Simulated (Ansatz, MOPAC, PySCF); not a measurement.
Stepwise substitution at one centre (In H-Cl). Isolated molecules, 0 K electronic values unless said otherwise. Strings in code marks are SMILES.

Quantity: vertical ionisation energy (energy after one electron is removed minus that of the parent at the parent's geometry), in eV.

Level 1: frozen-core CCSD(T)/def2-TZVPP // PBE-D3(BJ)/def2-TZVP (Ansatz, a first-principles code)
Level 2: minus the HOMO energy of B3LYP/6-31G* (LANL2DZ on In) // PBE-D3(BJ)/def2-TZVP (PySCF)
Level 3: minus the HOMO energy of PM3 // PBE-D3(BJ)/def2-TZVP (MOPAC)
Level 4: minus the HOMO energy of PM6 // PBE-D3(BJ)/def2-TZVP (MOPAC)

```csv
species,level 2,level 3,level 4
`[Cl][InH2]`,7.95,10.70,10.67
`[Cl][InH][Cl]`,8.68,10.73,11.38
```

What does level 1 give for each?


- `[Cl][InH2]`: 10.64
- `[Cl][InH][Cl]`: 11.28
